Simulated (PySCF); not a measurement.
Zn(I)(Me) (CH₃IZn), SMILES [CH3][Zn][I].

Coordinates come from a PBE0-D3(BJ)/def2-SVP optimisation. The def2 effective core potentials stand for the cores of I; spin–orbit coupling is left out.

The numbers are results of PBE0-D3(BJ)/def2-SVP (PySCF), not measurements.

Frequencies are harmonic and unscaled.

Modes within 1.5 cm⁻¹ of each other (mostly degenerate sets) share a row, with their intensities summed.

Computed normal modes with their intensities:
| mode | ν (cm⁻¹) | IR (km/mol) | Raman (Å⁴/amu) | depolarisation | moving atoms (share of kinetic energy) |
|---|---|---|---|---|---|
| 1–2 | 100 | 7.2 | 0.6 | 0.75 | Zn 40 %, C 34 %, H 21 % |
| 3 | 236 | 15.9 | 11.2 | 0.28 | Zn 45 %, I 39 %, C 13 % |
| 4 | 575 | 27.4 | 21.1 | 0.25 | C 59 %, Zn 23 %, H 17 % |
| 5–6 | 689 | 74.8 | 0.4 | 0.75 | H 82 %, C 16 % |
| 7 | 1192 | 0.1 | 26.1 | 0.22 | H 81 %, C 19 % |
| 8–9 | 1425 | 5.9 | 23.0 | 0.75 | H 95 % |
| 10 | 3061 | 7.7 | 165.0 | 0.00 | H 97 % |
| 11–12 | 3173 | 4.1 | 231.3 | 0.75 | H 91 %, C 9 % |
